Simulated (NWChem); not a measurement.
The numbers come from NWChem runs, not from measurements. System: H$_{2}$ISi, charge 0, spin multiplicity 2, at a geometry optimised with UPBE0/def2-SVP with def2 effective core potentials on I. The structure started from a generated list of species. Its SCF solution wasn't tested for a lower state. Level: UMP2/def2-TZVP with def2 effective core potentials on I, 9 core orbitals frozen.

Input file:

```
start mol
memory heap 200 mb stack 900 mb global 1100 mb
geometry units angstroms nocenter noautoz
  Si    -0.405039    -1.816884     0.000000
  I      0.100395     0.572037     0.000000
  H      0.174800    -2.440790    -1.229796
  H      0.174800    -2.440790     1.229796
  symmetry group Cs
end
basis spherical
  * library def2-tzvp
end
ecp
  I library def2-ecp
end
scf
  uhf
  nopen 1
  maxiter 100
  thresh 1e-7
  semidirect memsize 60000000 filesize 0
  # guess.movecs holds the orbitals of an unrestricted PBE0 run
  vectors input guess.movecs output mol.movecs
end
mp2
  freeze core 9
end
task mp2 energy
```

NWChem printed:

```
             Northwest Computational Chemistry Package (NWChem) 7.3.0
             --------------------------------------------------------

                                NWChem Input Module
                                -------------------

 Scaling coordinates for geometry "geometry" by  1.889725989
 (inverse scale =  0.529177249)

 Turning off AUTOSYM since
 SYMMETRY directive was detected!

                             Geometry "geometry" -> ""
                             -------------------------

 Output coordinates in angstroms (scale by  1.889725989 to convert to a.u.)

  No.       Tag          Charge          X              Y              Z
 ---- ---------------- ---------- -------------- -------------- --------------
    1 Si                  14.0000    -0.40503900    -1.81688400     0.00000000
    2 I                   53.0000     0.10039500     0.57203700     0.00000000
    3 H                    1.0000     0.17480000    -2.44079000    -1.22979600
    4 H                    1.0000     0.17480000    -2.44079000     1.22979600

 Effective nuclear repulsion energy (a.u.)     188.1556775514

            Nuclear Dipole moment (a.u.)
            ----------------------------
        X                 Y               Z
 ---------------- ---------------- ----------------
    -0.0000207870     0.0000094486     0.0000000000

      Symmetry information
      --------------------

 Group name             Cs
 Group number              2
 Group order               2
 No. of unique centers     3

      Symmetry unique atoms

     1    2    3


 Summary of "ao basis" -> "" (spherical)
 ------------------------------------------------------------------------------
       Tag                 Description            Shells   Functions and Types
 ---------------- ------------------------------  ------  ---------------------
 *                         def2-tzvp                  on all atoms

 Summary of "ao basis" -> "ao basis" (spherical)
 ------------------------------------------------------------------------------
       Tag                 Description            Shells   Functions and Types
 ---------------- ------------------------------  ------  ---------------------
 Si                        def2-tzvp                13       37   5s5p2d1f
 I                         def2-tzvp                16       50   6s5p3d2f
 H                         def2-tzvp                 4        6   3s1p

                                 NWChem SCF Module
                                 -----------------

  ao basis        = "ao basis"
  functions       =    99
  atoms           =     4
  alpha electrons =    21
  beta  electrons =    20
  charge          =   0.00
  wavefunction    = UHF
  use symmetry    = T
  symmetry adapt  = T

 Summary of "ao basis" -> "ao basis" (spherical)
 ------------------------------------------------------------------------------
       Tag                 Description            Shells   Functions and Types
 ---------------- ------------------------------  ------  ---------------------
 Si                        def2-tzvp                13       37   5s5p2d1f
 I                         def2-tzvp                16       50   6s5p3d2f
 H                         def2-tzvp                 4        6   3s1p

      Symmetry analysis of basis
      --------------------------

        a'         64
        a"         35

 Forming initial guess at       0.1s

   Symmetry analysis of molecular orbitals - initial alpha
   -------------------------------------------------------
[...]
    2 I   25    12.63   0.09 -0.38  0.79  0.50  0.54  0.42 -0.25  3.22  0.68  1.47  0.52  4.61  0.38  0.03  0.00  0.00
    3 H    1     0.52   0.12  0.29  0.11  0.01
    4 H    1     0.52   0.12  0.29  0.11  0.01

   Mulliken analysis of the beta density
   -------------------------------------

    Atom       Charge   Shell Charges
 -----------   ------   -------------------------------------------------------
    1 Si  14     6.45   1.00  0.29  0.70  0.38  0.19  2.05  0.87  0.20  0.50  0.12  0.05  0.09  0.01
    2 I   25    12.57   0.09 -0.38  0.79  0.50  0.54  0.42 -0.24  3.22  0.66  1.43  0.52  4.61  0.38  0.03  0.00  0.00
    3 H    1     0.49   0.11  0.27  0.10  0.01
    4 H    1     0.49   0.11  0.27  0.10  0.01

   Mulliken analysis of the spin density
   -------------------------------------

    Atom       Charge   Shell Charges
 -----------   ------   -------------------------------------------------------
    1 Si  14     0.88   0.00  0.00 -0.01  0.11  0.08  0.02 -0.01  0.08  0.41  0.19  0.00  0.01 -0.00
    2 I   25     0.06   0.00 -0.00  0.00 -0.00  0.00 -0.00 -0.00  0.00  0.02  0.04 -0.01 -0.00  0.00  0.00  0.00  0.00
    3 H    1     0.03   0.01  0.02  0.01  0.00
    4 H    1     0.03   0.01  0.02  0.01  0.00

       Multipole analysis of the density wrt the origin
       ------------------------------------------------

     L   x y z        total         alpha         beta         nuclear
     -   - - -        -----         -----         ----         -------
     0   0 0 0      0.000000    -21.000000    -20.000000     41.000000

     1   1 0 0     -0.118462      3.441351      1.752342     -5.312154
     1   0 1 0     -0.503184     16.518404     13.246212    -30.267800
     1   0 0 1     -0.000000     -0.000000     -0.000000      0.000000

     2   2 0 0    -31.622122    -23.788271    -17.153904      9.320054
     2   1 1 0      0.788015    -22.294788    -15.788823     38.871626
     2   1 0 1      0.000000      0.000000      0.000000      0.000000
     2   0 2 0    -28.524842   -139.857370   -125.466584    236.799112
     2   0 1 1      0.000000      0.000000      0.000000      0.000000
     2   0 0 2    -31.641021    -22.031037    -20.411726     10.801742

                   NWChem MP2 Semi-direct Energy/Gradient Module
                   ---------------------------------------------

  Basis functions       =     99
  Molecular orbitals    =     99
  Frozen core           =      9
  Frozen virtuals       =      0
  Active alpha occupied =     12
  Active beta occupied  =     11
  Active alpha virtual  =     78
  Active beta virtual   =     79
  Use MO symmetry       = T
  Use skeleton AO sym   = T

  AO/Fock/Back tols     =   1.0D-09  1.0D-09  1.0D-09

 GA uses MA = F    GA memory limited = T

 Available:
  local mem=  1.26D+08
 global mem=  1.44D+08
 local disk=  0.00D+00
  mp2_memr nvloc                    78
  nvloc new                    78
   1 passes of  12:        5242880                      66775                  15311451.
   1 passes of  12: M    126135670           G      144159598           F     120892790.

 Semi-direct pass number   1 of   1  for UHF alpha       at        4.7s
  vrange nnbf                  4806
  mp2_eaftype                    58  avail_ma_in_mb                  1099
 EAF : mp2_eaftype filesize          58    7655726.
  mp2_eaf for mointskh                     58
Node 0 wrote     36.0 Mb in      0.1 s     Agg I/O rate:   671.1 Mb/s
 Done moints_semi at       11.3s
  mp2_eaftype                    58  avail_ma_in_mb                  1041
 EAF : mp2_eaftype filesize          58    7655726.
  mp2_eaf for kh                    58
 Done maket at       11.6s
 Done multipass loop at       11.6s

 GA uses MA = F    GA memory limited = T

 Available:
  local mem=  1.26D+08
 global mem=  1.44D+08
 local disk=  0.00D+00
  mp2_memr nvloc                    79
  nvloc new                    79
   1 passes of  11:        5242880                      63426                  14216644.
   1 passes of  11: M    126135670           G      144159598           F     120892790.

 Semi-direct pass number   1 of   1  for UHF beta        at       11.7s
  vrange nnbf                  4806
  mp2_eaftype                    54  avail_ma_in_mb                  1099
 EAF : mp2_eaftype filesize          54    7108322.
  mp2_eaf for mointskh                     54
Node 0 wrote     33.4 Mb in      0.0 s     Agg I/O rate:   704.7 Mb/s
 Done moints_semi at       18.2s
  mp2_eaftype                    54  avail_ma_in_mb                  1045
 EAF : mp2_eaftype filesize          54    7108322.
  mp2_eaf for kh                    54
 Done maket at       18.4s
 Done multipass loop at       18.4s

          -------------------------------------------
          SCF energy                -586.765974726942
          Correlation energy          -0.593839226425
          Singlet pairs                0.000000000000
          Triplet pairs                0.000000000000
          Total MP2 energy          -587.359813953368
          -------------------------------------------

          ---------------------------------------------------
                    Spin Component Scaled (SCS) MP2
          Same spin pairs                     -0.200353459871
          Same spin scaling factor             0.333333333333
          Opposite spin pairs                 -0.393485766554
          Opposite spin scaling fact.          1.200000000000
          SCS-MP2 correlation energy          -0.538967406488
          Total SCS-MP2 energy              -587.304942133431
          ---------------------------------------------------

 -----------------------
 Performance information
 -----------------------

 Timer overhead =  1.36D-07 seconds/call

               Nr. of calls         CPU time (s)                 Wall time (s)                GFlops
             ---------------    -------------------     ------------------------------   -------------------
Name         Min   Avg   Max    Min     Avg     Max     Min     Avg     Max   Mx/calls   Min     Max     Sum
mp2: moin     2     2     2    13.     13.     13.      13.     13.     13.     6.6      0.0     0.0     0.0
mp2: make     2     2     2   0.52    0.52    0.52     0.52    0.52    0.52    0.26      0.0     0.0     0.0
mp2: tota     1     1     1    14.     14.     14.      14.     14.     14.     14.      0.0     0.0     0.0

 The average no. of pstat calls per process was 5.00D+00
 with a timing overhead of 6.82D-07s

 Task  times  cpu:       18.4s     wall:       18.4s

 Total times  cpu:       18.4s     wall:       18.4s
```
